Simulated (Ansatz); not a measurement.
Relative stability

The two ends of one reaction step of Si2H7OF, closed shell (PBE0-D4/def2-TZVP).

A:

```xyz
11
angstrom
Si -0.0329 -0.8451 -1.0453
F 0.7015 0.3488 -1.8572
H 0.4521 -2.1029 -1.6751
H -1.4904 -0.7231 -1.3123
Si 0.4730 -0.7406 1.2419
H -0.0107 2.0906 -0.6798
O -0.4894 1.9465 0.1422
H -0.7217 -0.3601 2.0353
H 0.9177 -2.0903 1.6948
H 1.5835 0.2169 1.4742
H -1.3826 2.2593 -0.0185
```

B:

Si1  (-0.880, -0.500, -0.553)
F2  (1.340, 2.269, 0.078)
H3  (-0.749, -1.438, -1.703)
H4  (-2.273, -0.619, -0.039)
Si5  (0.703, -0.938, 1.114)
H6  (0.608, 1.938, -0.414)
O7  (-0.623, 1.068, -1.089)
H8  (0.532, -0.008, 2.256)
H9  (0.444, -2.331, 1.572)
H10  (2.079, -0.853, 0.566)
H11  (-1.181, 1.412, -1.788)
(Å)

Ansatz 0.2.0; basis: def2-TZVPP; cores frozen in the correlated methods. B3LYP uses VWN-RPA correlation.

Problem. Which structure is lower at CCSD(T), and by how much? (Judge from chemistry; the value comes from the calculation.)

Solution. By the calculation: A, by 22.8 kJ/mol (electronic energy, against the other). By their contacts, A is a complex of Si₂H₅F ([F][SiH2][SiH3]) + H₂O and B is a complex of Si₂H₆O ([OH][SiH2][SiH3]) + HF.

All methods give the same order:

| method | E(B) − E(A) (kJ/mol) |
| --- | --- |
| SPW92 | 12.2 |
| PBE-D4 | 20.2 |
| BLYP-D4 | 23.5 |
| r2SCAN-D4 | 25.1 |
| B97M-V | 30.9 |
| PBE0-D4 | 20.0 |
| B3LYP-D4 | 23.0 |
| r2SCAN0-D4 | 23.5 |
| BHLYP-D4 | 24.6 |
| CAM-B3LYP-D4 | 22.5 |
| wB97X-V | 25.0 |
| wB97M-V | 26.4 |
| B2PLYP | 22.7 |
| PBE-QIDH | 20.2 |
| RPA on PBE | 25.1 |
| HF | 29.9 |
| MP2 | 20.8 |
| CCSD | 23.8 |
| CCSD(T) | 22.8 |

No T1 diagnostic of these runs exceeds 0.012.

Labels in which every atom is bracketed show which atoms are joined, not bond orders.

For scale, one of the runs: CCSD(T)/def2-TZVPP, 244 basis functions, launched by `ansatz run in.yaml --threads 4 --pin off --events-out ev --progress --plain --max-ram 9574MiB`. Hardware: 4 CPU threads of an Arm Neoverse V2, shared host. Wall time 96 s; peak host memory 4.7 GiB.
